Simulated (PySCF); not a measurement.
Species: 3,3-dimethyl-1-butanol, C6H14O.
Numbering: `[CH3:1][C:2]([CH3:3])([CH3:4])[CH2:5][CH2:6][OH:7]` (hydrogens: H8, H9, H10 on C1; H11, H12, H13 on C3; H14, H15, H16 on C4; H17, H18 on C5; H19, H20 on C6; H21 on O7)

Computed with PySCF at CAM-B3LYP/def2-SVPD, non-relativistic, on one gas-phase PBE0-D3(BJ)/def2-SVP geometry that isn't relaxed in the solvent. The solvent is an IEF-PCM continuum (van der Waals radii × 1.2). Specific hydrogen bonds and non-electrostatic terms are outside this model.

Gas phase at CAM-B3LYP/def2-SVPD: HOMO -9.26 eV, LUMO 1.15 eV, dipole 1.84 D.

Question: What does the continuum do to the energy, the frontier levels and the dipole at CAM-B3LYP/def2-SVPD in cyclohexane?

Answer: 
```json
{"solvent": "cyclohexane", "ε": "2.017", "E(solvent) − E(gas) (kcal/mol)": "-1.99", "polarisation term (kcal/mol)": "-2.09", "distortion of the solute (kcal/mol)": "0.10", "HOMO (eV)": "-9.24", "LUMO (eV)": "1.28", "dipole (D)": "2.02"}
```

The polarisation term is half the interaction of the solute with the surface charges that it induces; the rest is the cost of distorting the solute's density. The sum is the electrostatic part of solvation alone.

Question: Which radius a makes the point-dipole formula ΔE = −[(ε − 1)/(2ε + 1)]·μ²/a³ give the value in cyclohexane, with the gas-phase dipole?

Answer: μ = 0.724 au and |ΔE| = 0.00317 Eh give a = 1.70 Å; the farthest nucleus lies 3.46 Å from the centroid of the nuclei, so such a sphere wouldn't even hold the nuclei. The formula assumes a rigid point dipole at the centre of a sphere.

Question: How does the static polarisability (CAM-B3LYP/def2-SVPD, frozen core, with the continuum's full static response) change?

Answer: 
| medium | isotropic (au) | principal values (au) | ⟨r²⟩ of the electrons (bohr²) |
| --- | --- | --- | --- |
| gas | 79.5 | 75.6, 77.0, 85.9 | 1014.2 |
| cyclohexane | 89.0 | 85.3, 86.9, 95.0 | 1014.5 |

The isotropic value in cyclohexane is 1.12 times the gas-phase one; no cavity-field correction is applied. ⟨r²⟩ is taken about the centre of nuclear charge.

Cost: about 80 s of CPU time on one thread; the machine was shared, so the figure is rough. This is the whole response run at CAM-B3LYP/def2-SVPD in cyclohexane, SCF included.

The values belong to the conformer `[CH3:1][C:2]([CH3:3])([CH3:4])[CH2:5][CH2:6][OH:7]`: C1–C2–C5–C6 180°, C2–C5–C6–O7 -177°, H–O7–C6–C5 -58°.
